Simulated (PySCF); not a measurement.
**Continuum solvent and chemical shifts**

Mapped SMILES: `[CH3:1][CH2:2][O:3][Si@H:4]([F:5])[SiH3:6]`. Each H is labelled by its parent atom. Ha(C2) is pro-R; Hb(C2) is pro-S.

GIAO PBE0/pcSseg-1 in PySCF on one PBE0-D3(BJ)/def2-SVP conformer, non-relativistic, equivalent nuclei averaged. Solvents enter as an IEF-PCM continuum (benzene with ε = 2.3, water with ε = 78.4) around the gas-phase geometry. Shifts are referred to TMS, CFCl3 computed in the same medium.

In benzene, δ in ppm: C2 65.0, C1 19.9, Si4 7.1, Si6 -111.1, F5 -156.8, H(Si4) 5.46, Hb(C2) 4.16, Ha(C2) 3.79, H(Si6) 3.35, H(C1) 1.33. Dipole moment 1.74 D.

(1) How does each δ change in the more polar medium?

(2) Which nuclei move most (in ppm), and what does the model miss?

Answers

(1) 
| atoms | environment | Δδ, water |
| --- | --- | --- |
| C2 | sp3 CH2 bonded to O | +0.7 |
| C1 | methyl carbon | +0.3 |
| Si4 | silicon bonded to F, O, Si, H | +1.2 |
| Si6 | silicon bonded to Si, 3 H | -0.1 |
| F5 | fluorine bonded to Si | -0.8 |
| H(Si4) | hydrogen on a silicon bonded to F, O, Si | +0.03 |
| Hb(C2) | hydrogen on an sp3 CH2 bonded to O | +0.02 |
| Ha(C2) | hydrogen on an sp3 CH2 bonded to O | +0.12 |
| H(Si6) | hydrogen on a silicon bonded to Si | -0.01 |
| H(C1) | hydrogen on a methyl carbon | 0.00 |

Changes are relative to benzene. The dipole moment becomes 1.94 D in water.

(2) Si4 (silicon bonded to F, O, Si, H, +1.2 ppm) in water. A continuum only polarises the solute; specific hydrogen bonds, the anisotropy of aromatic solvents and changes of geometry or conformer are outside it.
